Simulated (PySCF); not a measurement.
A side-by-side comparison of computed properties.

First species: CH₈Cl₂Ga₂Si.
Geometry (PBE0-D3(BJ)/def2-SVP, Å), atoms numbered from 1 in this order:
```
atom  x, y, z in Å
Si1   -2.5387   -0.0676    0.3103
C2    -1.1273    1.1496    0.0799
Ga3    0.2705    0.5446   -1.1428
Cl4    2.2054    1.8514   -0.6507
Ga5    3.1639    0.0324    0.5322
Cl6    1.2991   -1.3087   -0.0499
H7    -2.0350   -1.3492    0.8922
H8    -3.1759   -0.3758   -1.0089
H9    -3.5924    0.4829    1.2189
H10   -1.5264    2.1031   -0.3064
H11   -0.6522    1.3576    1.0524
H12    0.3336    0.2443   -2.6662
H13    3.0021    0.3700    2.0418
H14    4.3595   -0.4708   -0.3230
```

Second species: C₂H₆BN.
SMILES: `[BH3-]C#[N+]C`

Levels: CAM-B3LYP/def2-SVPD for dipole moment, HOMO energy, LUMO energy, HOMO–LUMO gap, static isotropic polarisability and electronic spatial extent ⟨r²⟩ about the centre of nuclear charge; TDDFT CAM-B3LYP/def2-SVPD for lowest singlet excitation; TDA CAM-B3LYP/def2-SVPD for lowest triplet excitation (Tamm–Dancoff); PBE0-D3(BJ)/def2-SVP for rotational constant A and rotational constant C. Geometries: PBE0-D3(BJ)/def2-SVP. Each species is one conformer at its optimised geometry, gas phase, non-relativistic unless stated; the electronic structure was computed with PySCF and density fitting.

The conformers computed, where there is a choice (atom-mapped SMILES and torsion angles):
- `[SiH3:1][CH2:2][GaH-:3]1[Cl+:4][GaH2-:5][Cl+:6]1`: Si1–C2–Ga3–Cl4 -160°

Values for the first species:

```
Dipole moment                                                     : 0.75 D
HOMO energy                                                       : -9.53 eV
LUMO energy                                                       : -0.09 eV
HOMO–LUMO gap                                                     : 9.44 eV
Lowest singlet excitation                                         : 6.44 eV
Lowest triplet excitation (Tamm–Dancoff)                          : 6.15 eV
Static isotropic polarisability                                   : 124.5 au
Electronic spatial extent ⟨r²⟩ about the centre of nuclear charge : 2455 bohr²
Rotational constant A                                             : 1.545 GHz
Rotational constant C                                             : 0.444 GHz
```

Question: Estimate the same properties for the second species, and the change in each.

Answer: 
```tsv
property	first	second	second less first
dipole moment	0.75 D	6.52 D	+5.77 D
HOMO energy	-9.53 eV	-9.46 eV	+0.07 eV
LUMO energy	-0.09 eV	0.58 eV	+0.67 eV
HOMO–LUMO gap	9.44 eV	10.04 eV	+0.60 eV
lowest singlet excitation	6.44 eV	6.46 eV	+0.02 eV
lowest triplet excitation (Tamm–Dancoff)	6.15 eV	5.81 eV	-0.34 eV
static isotropic polarisability	124.5 au	54.4 au	-70.1 au
electronic spatial extent ⟨r²⟩ about the centre of nuclear charge	2455 bohr²	395 bohr²	-2060 bohr²
rotational constant A	1.545 GHz	68.175 GHz	+66.630 GHz
rotational constant C	0.444 GHz	3.494 GHz	+3.050 GHz
```

On the first: No computed singlet falls in the visible range (750 to 380 nm, 1.65 to 3.26 eV); S1 lies 3.18 eV above its blue end. The dipole equals about 2.5 × 10⁻³⁰ C·m (1 D = 3.33564 × 10⁻³⁰ C·m). The calculation is non-relativistic and has no spin–orbit coupling, an omission that weighs most on gallium.

On the second: The vertical singlet–triplet gap S1 − T1 is 0.65 eV (TDDFT singlet less Tamm–Dancoff triplet). The principal polarisabilities are 41.9, 41.9 and 79.4 au; their mean is the isotropic value.
